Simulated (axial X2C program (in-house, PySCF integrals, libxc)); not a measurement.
## Outer orbitals of MoBr at 2.440 Å, BLYP

All values were computed with an axial X2C code built on PySCF integrals. Spin-free means the one-electron spin-free X2C Hamiltonian; two-component (2c) means X2C with spin–orbit coupling and atomic mean-field two-electron Coulomb and Gaunt terms, so the difference of the two also holds small scalar two-electron terms. Basis: Mo dyall-v3z [11s12p9d3f2g], Br dyall-v3z [8s9p6d1f] (cores contracted in-house); Gaussian nuclei, density fitting, unrestricted open shells. Masses: Mo 97.905 u, Br 78.918 u.

The distance is close to the 2c PBE0 minimum; the highest filled and lowest empty levels are listed.

Spin-free orbitals, state M_S = 5/2, Λ = 0 (beyond evenly filled blocks: σα, π+α, π-α, δ+α, δ-α) (Löwdin shares):

```
symmetry  occupied  ε (eV)              atomic character
      σα       yes  -18.87    77% Br s, 8% Mo d, 7% Mo p
      σβ       yes  -18.82    77% Br s, 8% Mo d, 7% Mo p
      σα       yes   -8.02   70% Br p, 19% Mo d, 6% Mo s
      σβ       yes   -7.77   77% Br p, 12% Mo d, 6% Mo s
     π-α       yes   -7.02   68% Br p, 25% Mo d, 3% Mo f
     π+α       yes   -7.02   68% Br p, 25% Mo d, 3% Mo f
     π+β       yes   -6.72   80% Br p, 12% Mo d, 4% Mo f
     π-β       yes   -6.72   80% Br p, 12% Mo d, 4% Mo f
     δ-α       yes   -4.98                     100% Mo d
     δ+α       yes   -4.98                     100% Mo d
      σα       yes   -4.92   50% Mo s, 45% Mo d, 4% Br p
     π+α       yes   -4.64   74% Mo d, 18% Br p, 4% Mo p
     π-α       yes   -4.64   74% Mo d, 18% Br p, 4% Mo p
      σα        no   -3.31  31% Mo p, 27% Mo s, 27% Mo d
      σβ        no   -3.00   68% Mo s, 27% Mo d, 3% Mo p
     π-β        no   -2.45    87% Mo d, 6% Br p, 3% Mo p
     π+β        no   -2.45    87% Mo d, 6% Br p, 3% Mo p
```

Spinors with spin–orbit coupling (state Ω = 5/2):

```
   ω  occupied  ε (eV)              atomic character    λ mixture
 1/2       yes  -18.88    77% Br s, 8% Mo d, 7% Mo p       100% σ
-1/2       yes  -18.83    77% Br s, 8% Mo d, 7% Mo p       100% σ
 1/2       yes   -8.05   71% Br p, 18% Mo d, 6% Mo s  98% σ, 2% π
-1/2       yes   -7.82   78% Br p, 12% Mo d, 5% Mo s  94% σ, 6% π
-1/2       yes   -7.11   69% Br p, 24% Mo d, 3% Mo f  94% π, 6% σ
 3/2       yes   -6.90   66% Br p, 27% Mo d, 3% Mo f       100% π
 1/2       yes   -6.84   80% Br p, 12% Mo d, 4% Mo f  98% π, 2% σ
-3/2       yes   -6.58   79% Br p, 12% Mo d, 4% Mo f       100% π
-3/2       yes   -5.05                     100% Mo d       100% δ
 1/2       yes   -4.92   50% Mo s, 45% Mo d, 4% Br p       100% σ
 5/2       yes   -4.90                     100% Mo d       100% δ
-1/2       yes   -4.70   76% Mo d, 16% Br p, 4% Mo p       100% π
 3/2       yes   -4.57   73% Mo d, 19% Br p, 4% Mo p       100% π
 1/2        no   -3.30  31% Mo p, 27% Mo s, 26% Mo d       100% σ
-1/2        no   -3.00   68% Mo s, 27% Mo d, 3% Mo p       100% σ
 1/2        no   -2.50    87% Mo d, 6% Br p, 3% Mo p       100% π
 3/2        no   -2.43                     100% Mo d       100% δ
```

Task: How does the gap between the highest filled and lowest empty level change from the spin-free to the 2c table?

Result: From 1.33 to 1.27 eV at BLYP, a change of -0.06 eV.

Mulliken charges and populations of the two-component result (they depend on the basis, above all on diffuse functions):

Mo 0.28 e (s 8.66 p 18.14 d 14.87 f 0.03 g 0.01), Br -0.28 e (s 7.96 p 17.29 d 10.03). ⟨Lz⟩ = 0.00 ħ and ⟨Sz⟩ = 2.50 ħ (2.45 and 0.05 on the two atoms), which add up to Ω.

Occupations by symmetry block were frozen at the best pattern of an incomplete PBE0 search. Density functionals use the spin component along the axis (collinear). With several unpaired electrons one determinant need not be a pure state. This is the top spin component of a Σ state; components of lower Ω are not single determinants and can lie lower.
